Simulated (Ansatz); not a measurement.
A nudged elastic band was laid between two geometries of Cl$_{2}$H$_{2}$SZn (6 atoms, charge 0, multiplicity 1).

The calculation used RKS PBE-D4/def2-SVP (Ansatz 0.2.0).

```
movable images  : 7
climbing image  : yes
spring          : 5.0 eV/Å²
optimiser       : quadratic models (default)
start path      : through a guess of the saddle point
force threshold : 0.03 eV/Å
iteration limit : 60
end points      : relaxed
```

Image 0:

```xyz
6
Properties=species:S:1:pos:R:3
Zn -0.100 0.049 0.107
Cl 0.533 -0.183 2.156
Cl 0.202 0.047 -2.000
S -2.659 0.276 0.681
H -2.883 -1.035 0.381
H -2.192 -0.028 1.931
```

Image 8:

```xyz
6
Properties=species:S:1:pos:R:3
Zn -0.764 0.114 -0.299
Cl 0.073 -0.220 2.166
Cl 0.710 0.080 -1.823
S -2.811 0.266 0.659
H -3.017 -1.077 0.533
H -1.290 -0.037 2.021
```

Which bonds break or form, and what moves?

Bonds broken: S4–H6. Bonds formed: Cl2–H6.

What energy profile does the band end with?

The forces met the threshold. The highest image is number 7 of 0 to 8, 0.44 eV above the first end and 0.00 eV above the last; the last end lies 0.44 eV above the first. The top lies less than 8 meV above the higher end, about what the thresholds resolve: that end is a shoulder or a very shallow well. A vibrational analysis at the climbing image gives one clearly imaginary mode, 95i cm⁻¹: a first-order saddle point. The orbitals stay closed-shell, which can raise the energy where a bond breaks towards radicals; this wasn't checked here.

```
image  path coordinate (Å)  energy (eV)  S4–H6 (Å)  Cl2–H6 (Å)
    0                 0.00         0.00       1.37        2.74
    1                 0.22         0.00       1.37        2.65
    2                 0.44         0.02       1.38        2.45
    3                 0.66         0.06       1.39        2.24
    4                 0.89         0.14       1.42        2.04
    5                 1.11         0.27       1.51        1.82
    6                 1.33         0.40       1.68        1.60
    7                 1.55         0.44       1.90        1.44
    8                 1.72         0.44       2.06        1.38
```

What is the geometry of the highest image?


```xyz
6
Properties=species:S:1:pos:R:3
Zn -0.690 0.102 -0.247
Cl 0.047 -0.229 2.147
Cl 0.685 0.088 -1.862
S -2.775 0.269 0.704
H -2.997 -1.072 0.566
H -1.369 -0.031 1.948
```

The run took 2.2 min on 2 threads of Arm Neoverse V1, with other jobs on the host, peak memory 0.15 GiB.
